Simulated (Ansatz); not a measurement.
## Four-centre ligand exchange

Start structure (GaNH4Cl2, singlet), relaxed at PBE0-D4/def2-TZVP:

```xyz
8
angstrom
Ga -0.6680 -0.8304 -0.0342
H -2.1685 -0.4511 0.1212
Cl 0.0546 -1.4726 -1.9887
Cl 0.3337 -1.8457 1.6151
H -0.0900 1.7889 0.1923
N 0.4523 0.9419 0.0625
H 0.9796 1.0193 -0.8022
H 1.1064 0.8498 0.8341
```

The step: GaHCl₂ ([Cl][GaH][Cl]) + NH₃ → GaNH₂Cl₂ ([NH2][Ga]([Cl])[Cl]) + H₂; bonds formed: H2–H5; dative contacts that become bonds: Ga1–N6; bonds broken: Ga1–H2, H5–N6. Computed with Ansatz 0.2.0 (basis: def2-TZVPP and def2-QZVPP); correlated methods freeze the cores. Filled d shells of the heavier atoms are correlated. The def2 sets are not built for correlating such inner shells, so the correlated values are less sure here. Extrapolation: Hartree–Fock as exp(−7.88 √X), correlation as X^−2.97. Energies below are by CCSD(T) at an estimated basis limit (MP2 extrapolated from triple and quadruple zeta, plus CCSD(T) − MP2 in triple zeta).

(1) What are the electronic barrier and the energy of the step, from the start structure to the end structure? (To be estimated.)

T1 diagnostic: at most 0.012.

Results:

(1) The calculation gives: Barrier 204.6 kJ/mol; step energy 98.9 kJ/mol (uphill); reverse barrier, their difference, 105.6 kJ/mol. Barrier and step energy count from the start structure, the reverse barrier from the end structure.

The saddle point: One imaginary mode of 1337i cm⁻¹.
```tsv
pair	start (Å)	saddle (Å)	end (Å)
Ga1–N6	2.10	1.94	1.80
H2–H5	3.06	0.99	0.75
Ga1–H2	1.56	1.85	2.94
H5–N6	1.01	1.43	3.14
```

Zero-point energy (harmonic, PBE0-D4): ZPE is 127.0 kJ/mol at the start and 111.4 kJ/mol at the saddle, so the barrier goes from 204.6 to 188.9 kJ/mol.

The step is the kind of exchange with an N–H group that builds nitride films in atomic layer and chemical vapour deposition.

Labels in which every atom is bracketed show which atoms are joined, not bond orders.

For scale, one of the runs: CCSD(T)/def2-TZVPP, 219 basis functions, launched by `ansatz run in.yaml --threads 4 --pin off --events-out ev --progress --plain --max-ram 9574MiB`. The run took 3.6 min on 4 CPU threads of an AMD EPYC (shared host), with 3.2 GiB of host memory at its peak.
